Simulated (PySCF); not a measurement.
# Working out the electron affinity of Se

Se⁻ [Ar] 3d10 4s2 4p5 (2P) → Se [Ar] 3d10 4s2 4p4 (3P). Computed with PySCF 2.14 in aug-cc-pVDZ-PP with ECP10MDF (5s4p3d, 32 functions), with scalar relativity through the core potential. Frozen: 3s2 3p6 3d10. Energies in hartree (1 hartree = 27.21139 eV):

| part | Se⁻ (lower) | Se (upper) |
| --- | --- | --- |
| UHF | -371.881023 | -371.846027 |
| MP2 opposite-spin | -0.077497 | -0.056724 |
| MP2 same-spin | -0.026379 | -0.018976 |

Q: What does Hartree-Fock give?

A: (-371.846027) − (-371.881023) = 0.034996 hartree = 0.952 eV.

Q: What do MP2 and SCS-MP2 (6/5 opposite-spin, 1/3 same-spin) give?

A: The opposite-spin parts differ by 0.565 eV and the same-spin parts by 0.201 eV. MP2: 0.952 + (0.565) + (0.201) = 1.718 eV. SCS-MP2: 0.952 + 1.2 × (0.565) + (0.201)/3 = 1.697 eV.

Reference: 2.021 eV (measured; photodetachment measurements, as compiled on the Wikipedia data page of electron affinities), between the lowest levels; spin-orbit coupling is absent from the calculation.

A double-zeta basis recovers only part of the correlation energy.

What remains against the reference includes basis incompleteness, the frozen core and correlation beyond second order.
